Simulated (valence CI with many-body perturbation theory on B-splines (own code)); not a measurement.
The numbers below are computed, except where a source is named.
## Au64+ in three bases

Method: configuration interaction combined with many-body perturbation theory (CI+MBPT): five valence electrons over a frozen Dirac-Fock core [Ne], a basis of 9 s, 9 p, 8 d, 6 f, 3 g, 1 h functions for each j, with the one-electron correlation potential Σ1, the two-electron term Σ2, the three-electron term Σ3, Breit, model QED; selected CI, second order for the rest, scaled by the run's own slope (own B-spline code, finite nucleus).

No measured spectrum was set against this ion. As an estimate, large intervals hold to a few tenths of a per cent, small ones and those within an open d or f shell to about a per cent. Among the levels kept, up to 1200 cm⁻¹ of a level comes from second order outside the variational space, and about a tenth of that is noise between levels of different J, which matters for small intervals.

The reference run has the lowest level (3s^2 3p1/2^2 3p3/2) J=3/2 and an ionisation energy of 7132.65 eV. Its largest variational space holds 20000 state functions.

Levels are named by their leading jj configuration (3d3/2^4 stands for four electrons in 3d with j = 3/2), which in mixed levels can hold well under half, so a name can repeat and another be missing. Letters in brackets count levels of one name in rising energy.

Changed runs:
A. basis 6 s, 6 p, 5 d, 3 f, 1 g
B. basis 5 s, 5 p, 4 d, 2 f

Excitation energies of the reference run in cm⁻¹, and shifts in cm⁻¹:

| Level | Reference | A | B |
| --- | --- | --- | --- |
| (3s^2 3p1/2^2 3d3/2) J=3/2 | 2015490 | +242 | +684 |
| (3s^2 3p1/2^2 3d5/2) J=5/2 | 3023150 | +343 | +965 |
| (3s^2 3p1/2 3p3/2^2) J=3/2 | 3806150 | -157 | -470 |
| (3s^2 3p1/2 3p3/2^2) J=5/2 | 3907850 | +10 | +80 |
| (3s^2 3p1/2 3p3/2^2) J=1/2 | 4043260 | +21 | +203 |
| (3s 3p1/2^2 3p3/2^2) J=5/2 | 5371000 | -169 | -467 |
| (3s 3p1/2^2 3p3/2^2) J=3/2 | 5623220 | -66 | -217 |
| (3s 3p1/2^2 3p3/2^2) J=1/2 | 5648300 | -65 | -67 |
| (3s^2 3p1/2 3p3/2 3d3/2) J=5/2 [a] | 5796460 | +95 | +174 |
| (3s^2 3p1/2 3p3/2 3d3/2) J=1/2 [a] | 5826990 | -1.4 | -61 |
| (3s^2 3p1/2 3p3/2 3d3/2) J=3/2 [a] | 5831520 | +57 | +126 |
| (3s^2 3p1/2 3p3/2 3d3/2) J=7/2 | 5903620 | +311 | +979 |
| Ionisation energy (eV) | 7132.65 | -0.041 | -0.15 |
